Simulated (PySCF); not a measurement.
Computed with PBE-D3(BJ)/def2-TZVP // r2SCAN-D4/def2-SVP run with PySCF. Isolated molecules, 0 K electronic values unless said otherwise. One relaxed conformer stands for a flexible species; it need not be the lowest. 

Reference species: [Ta(Cl)3(NH2)2] (neutral, multiplicity 1).

| Quantity | Value |
|---|---|
| mean distance from the central atom to its bonded neighbours | 2.201 Å |
| HOMO | -6.94 eV |
| charge on the central atom (Mulliken) | 1.08 e |

Changed species: [Ta(Cl)(NH2)4] (4 of 5 Cl replaced by NH2; the reference has 2 of 5 Cl replaced by NH2).

Q: Predict the effect on the mean distance from the central atom to its bonded neighbours, HOMO and charge on the central atom (Mulliken).

A: the mean distance from the central atom to its bonded neighbours falls by 0.116 Å, to 2.085 Å; the HOMO goes up by 1.14 eV, to -5.80 eV; the charge on the central atom (Mulliken) is nearly the same.
